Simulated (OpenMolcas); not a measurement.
## Ir3+ in K2NaGaF6

Ir3+ with its 6 nearest fluoride ions at 1.972 Å, on the Ga site of K2NaGaF6 (a = 8.246 Å, distance in the model lattice 1.938 Å). The rest of the host is ab initio model potentials to 7.6 Å, with orthogonalisation functions on the cations behind the ligands, and point charges beyond; the distance is set by hand and nothing relaxes. Ligand basis ANO-RCC-VDZP.
```
Ir    0.0000    0.0000    0.0000
F     1.9720    0.0000    0.0000
F     0.0000    1.9720    0.0000
F    -1.9720    0.0000    0.0000
F     0.0000   -1.9720    0.0000
F     0.0000    0.0000    1.9720
F     0.0000    0.0000   -1.9720
```

| Quantity | Value |
| --- | --- |
| Program | OpenMolcas |
| Method | CASSCF |
| Basis | ANO-RCC-VTZP [8s7p5d3f1g] |
| Scalar Hamiltonian | DKH2, point nucleus |
| Active space | 6 electrons in 5 orbitals (5d) |
| State averaging | 2S+1 = 5 even, 5 roots; 2S+1 = 3 even, 45 roots; 2S+1 = 1 even, 50 roots |
| Spin-orbit coupling | RASSI with atomic mean-field integrals over the reference wave functions |

The lowest spin-free states (labels of O, the rotations of Oh), above the lowest:

```tsv
State	Degeneracy	E (cm-1)
1A1	1	0.0
3T1	3	21074
3T2	3	26232
1T1	3	27233
5T2	3	32606
1T2	3	37433
3T1	3	48566
3T2	3	49283
3E	2	51897
3T1	3	52521
3T2	3	54945
1T2	3	56014
1E	2	56766
1A1	1	57719
5E	2	62081
1T1	3	62939
1A2	1	63550
1T2	3	63607
3A2	1	64332
3T1	3	68488
```

The lowest levels with spin-orbit coupling:

```json
{"E (cm-1)": "0.0", "Degeneracy": "1", "2S+1": "1 (86 %)"}
{"E (cm-1)": "19171", "Degeneracy": "2", "2S+1": "3 (89 %)"}
{"E (cm-1)": "20237", "Degeneracy": "3", "2S+1": "3 (89 %)"}
{"E (cm-1)": "20754", "Degeneracy": "3", "2S+1": "3 (76 %)"}
{"E (cm-1)": "25172", "Degeneracy": "1", "2S+1": "3 (65 %)"}
{"E (cm-1)": "26304", "Degeneracy": "3", "2S+1": "3 (76 %)"}
{"E (cm-1)": "28323", "Degeneracy": "2", "2S+1": "3"}
{"E (cm-1)": "29064", "Degeneracy": "3", "2S+1": "3 (67 %)"}
{"E (cm-1)": "30906", "Degeneracy": "3", "2S+1": "1 (63 %)"}
{"E (cm-1)": "31348", "Degeneracy": "1", "2S+1": "3"}
{"E (cm-1)": "33220", "Degeneracy": "3", "2S+1": "5 (63 %)"}
{"E (cm-1)": "35894", "Degeneracy": "3", "2S+1": "5 (79 %)"}
{"E (cm-1)": "35924", "Degeneracy": "2", "2S+1": "5 (84 %)"}
{"E (cm-1)": "38356", "Degeneracy": "3", "2S+1": "5 (84 %)"}
{"E (cm-1)": "38861", "Degeneracy": "3", "2S+1": "5 (81 %)"}
{"E (cm-1)": "39044", "Degeneracy": "3", "2S+1": "1 (76 %)"}
{"E (cm-1)": "39373", "Degeneracy": "1", "2S+1": "5 (74 %)"}
{"E (cm-1)": "47892", "Degeneracy": "2", "2S+1": "3 (88 %)"}
{"E (cm-1)": "49683", "Degeneracy": "3", "2S+1": "3"}
{"E (cm-1)": "50386", "Degeneracy": "3", "2S+1": "3"}
```

Powder χT (cm3 K/mol): 0 at 2 K, 0 at 10 K, 0.00433 at 50 K, 0.00866 at 100 K, 0.0173 at 200 K, 0.026 at 300 K. The effective moment at 300 K is 2.828 √(χT) = 0.46 μB.

Metal share of the active 5d orbitals (Löwdin): 78, 78, 90, 90, 90 %; Mulliken charge of the metal 1.69.

A least-squares ligand-field fit to the states below 45000 cm-1, each weighted by its degeneracy and with a free common offset, gives 10Dq = 29024 cm-1, B = 752 cm-1 and C = 2897 cm-1 (C/B = 3.85), with an rms deviation of 89 cm-1.

The same method and metal basis give the free ion B = 870 cm-1 (fit to its terms below 60000 cm-1, rms deviation 21 cm-1), so the nephelauxetic ratio is β = 752 / 870 = 0.86; it hangs on how both fits weigh the states, and computed free-ion B values tend to be too large, so β mixes covalency with correlation.

Without dynamic correlation the repulsion within the d shell is too large (B by tens of per cent), so at a given field states of lower spin stand too high. The least metal-like active orbital is 78 % on the metal (Löwdin) and no ligand orbital is active, so the numbers are rough. With metal d orbitals alone the field can be off either way by tens of per cent. Ligand-to-metal charge-transfer states are missing. With no ligand orbital active B as a rule stays too high, so bands that hang on it stand too high and its fall with covalency is understated. No measured value stands beside these numbers; the geometry was set by hand and not optimised.

The RASSCF and RASSI steps took 44 s on 1 thread of AMD EPYC 9R45 96-Core Processor (Zen 5), on a shared host; the integral step is not counted.
